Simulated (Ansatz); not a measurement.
Consider the hydrogenolysis of the Si–Cl bond: `[SiH3]N([SiH3])[Si]Cl` + H₂ → `[SiH]N([SiH3])[SiH3]` + HCl.

Gas-phase electronic energies from Ansatz, PBE0-D4/def2-TZVP geometries. CCSD(T)/CBS adds triple-zeta CCSD(T) − MP2 to the extrapolated MP2 energy (def2 sets, frozen cores). This one scheme is used for every species. DFT in def2-TZVPP. One conformer a species, not always the lowest.

```json
{"level": "PBE-D4", "ΔE (kJ/mol)": "133.4"}
{"level": "SCS-MP2/def2-QZVPP", "ΔE (kJ/mol)": "127.5"}
```

**Question.** What does CCSD(T)/CBS give? (Estimate.)

**Answer.** Ansatz gave: +127.0 kJ/mol. The listed levels differ from it by 6.4, 0.5 kJ/mol.

Largest T1 diagnostic among the species: 0.014.

From BLYP to BHLYP (50 % exact exchange), in def2-TZVPP and without D4, ΔE moves by −5.1 kJ/mol. The D4 term adds +10.2 kJ/mol with B3LYP and +5.4 kJ/mol with PBE0; it sums over pairs of atoms, weighted by their polarisabilities, and B3LYP, whose exchange is more repulsive, gets the larger term.

B3LYP here is the variant with VWN-RPA as its local correlation; programs differ in this.
